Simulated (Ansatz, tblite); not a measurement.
Adding an electron: Zn2F2⁺ (the lowest doublet isomer of a short search). Total charge 1; doublet. Geometry: PBE0-D4/def2-SVP. Ansatz, gas phase; energy differences of separate SCF runs; the reduced species is a singlet (the triplet lies 2.30 eV higher at PBE0-D4/def2-TZVP).

Cartesian coordinates in Å:
```
Zn -0.821 0.314 -0.400
Zn 2.382 -0.905 1.154
F 0.730 -0.264 0.341
F -2.291 0.855 -1.094
```

The xTB rows come from tblite. The structure comes from a short search, and lower isomers may exist.

| level | −HOMO (eV) | −LUMO (eV) | vertical EA (eV) | HOMO–LUMO gap (eV) |
| --- | --- | --- | --- | --- |
| GFN1-xTB | – | – | 13.34 | – |
| GFN2-xTB | – | – | 14.44 | – |
| PBE-D4/def2-TZVP | 11.83 | 10.71 | 7.79 | 1.11 |
| r2SCAN-D4/def2-TZVP | 12.12 | 10.08 | 7.51 | 2.04 |
| PBE0-D4/def2-TZVP | 12.59 | 9.42 | 7.40 | 3.17 |

  HOMO and LUMO are the levels of the spin that leaves or enters (xTB has no such levels and no spin-polarisation term). Other spin states of the ions may lie lower, which would lower the ionisation energy or raise the affinity. Raw xTB energy differences between charge states are shifted by several eV; the methods need an empirical correction for them.
